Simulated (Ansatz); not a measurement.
Calculated with Ansatz (gas phase, PBE0-D4/def2-TZVP geometries, no zero-point term in ΔE). CBS: MP2 limit from def2 TZ/QZ plus the TZ coupled-cluster correction, frozen cores. Functionals use def2-TZVPP. For Ga, Ge outer-core shells are correlated without core-valence functions, which leaves a few kJ/mol of doubt a bond. Scalar relativity is left out up to krypton. Each species was taken in one conformer, which may not be the lowest.

Reaction (formal exchange of groups at a Ge–N bond): `SC[NH][GeH3]` + `O[BH][GaH2]` → `O[BH][GaH][GeH3]` + `NCS`

```json
{"level": "r2SCAN", "ΔE (kJ/mol)": "-35.2"}
{"level": "SCS-MP2/def2-TZVPP", "ΔE (kJ/mol)": "-23.8"}
```

Problem. What does CCSD(T)/CBS give? (Estimate.)

Solution. Ansatz gave: -33.2 kJ/mol. The listed levels differ from it by -2.0, 9.4 kJ/mol.

Largest T1 diagnostic among the species: 0.014.

The D4 term adds +5.8 kJ/mol with B3LYP and +3.0 kJ/mol with PBE0; it sums over pairs of atoms, weighted by their polarisabilities, and B3LYP, whose exchange is more repulsive, gets the larger term.

B3LYP here is the variant with VWN-RPA as its local correlation; programs differ in this.
